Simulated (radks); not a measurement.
Excited configurations of Ti III: one electron is placed in a higher orbital outside [Ar] 3d1. The ground configuration is [Ar] 3d2. All-electron calculation, non-relativistic Kohn-Sham, BLYP, spin-polarised, spherical densities, point nucleus; open shells are filled with parallel spins first. Program: a radial shooting solver on a logarithmic mesh with Libxc functionals. Excitation = E - E(ground); binding = E(ion) - E, where the ion is the core of charge +3; n* = 3/sqrt(2 binding) in atomic units, and the quantum defect is n - n*.

| outer orbital | excitation (eV) | binding (eV) | quantum defect | eigenvalue (eV) | <r> (bohr) |
|---|---|---|---|---|---|
| 5s | 16.231 | 11.440 | 1.728 | -9.815 | 5.532 |
| 5p | 17.933 | 9.738 | 1.454 | -8.267 | 6.206 |
| 5d | 20.528 | 7.142 | 0.859 | -5.967 | 7.853 |
| 5f | 22.327 | 5.343 | 0.213 | -4.396 | 9.659 |
| 6s | 20.781 | 6.890 | 1.784 | -5.954 | 9.148 |
| 6p | 21.575 | 6.095 | 1.518 | -5.236 | 10.07 |
| 6d | 22.854 | 4.816 | 0.958 | -4.089 | 12.21 |
| 7s | 23.024 | 4.646 | 1.866 | -4.019 | 13.64 |
| 7p | 23.466 | 4.205 | 1.603 | -3.635 | 14.81 |
| 7d | 24.191 | 3.480 | 1.068 | -2.984 | 17.42 |

The Delta-SCF ionisation energy is 27.671 eV (NIST Atomic Spectra Database: 27.492 eV, measured). Self-interaction in the functional shifts the binding energies and quantum defects, so they are the method's values and not measured ones. Open shells are spherical and high-spin; term and fine-structure splittings are not resolved.
